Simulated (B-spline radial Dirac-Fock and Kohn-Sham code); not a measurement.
Satellites and hypersatellites of the K lines of Dy¹⁹⁺

System: the Dy¹⁹⁺ ion, configuration [Kr] 4d10 4f1.

The computed values come from an atomic code on a B-spline grid: multi-electron Dirac-Fock with separately optimised hole states, Breit and Lamb-shift corrections added in first order. Each two-hole energy is an average over J within one jj subconfiguration, not an observable level; in light atoms, where LS coupling holds, the j-resolved values are not observed lines, and for a K spectator the Kα1 hypersatellite is nearly forbidden. Electron correlation is not included.

Lines without a spectator: Kα2 (K-L2) 45202.2 eV, Kα1 (K-L3) 45992.7 eV, Kβ3 (K-M2) 51933.4 eV, Kβ1 (K-M3) 52100.7 eV. Shifts in eV with one spectator hole (a dash: not computed, or left out as unreliable):

```
spectator hole     Kα2     Kα1      Kβ3      Kβ1
        K (1s)  +830.9  +879.6  +1071.7  +1082.9
    L2 (2p1/2)  +101.1  +132.8        –   +263.8
    L3 (2p3/2)   +84.1   +89.1   +211.5        –
    M2 (3p1/2)       –  +19.38    +40.4    +48.1
    M3 (3p3/2)  +11.82       –    +36.9    +37.0
    M4 (3d3/2)   +3.60   +0.18        –        –
    M5 (3d5/2)   -1.14   +2.13        –        –
```
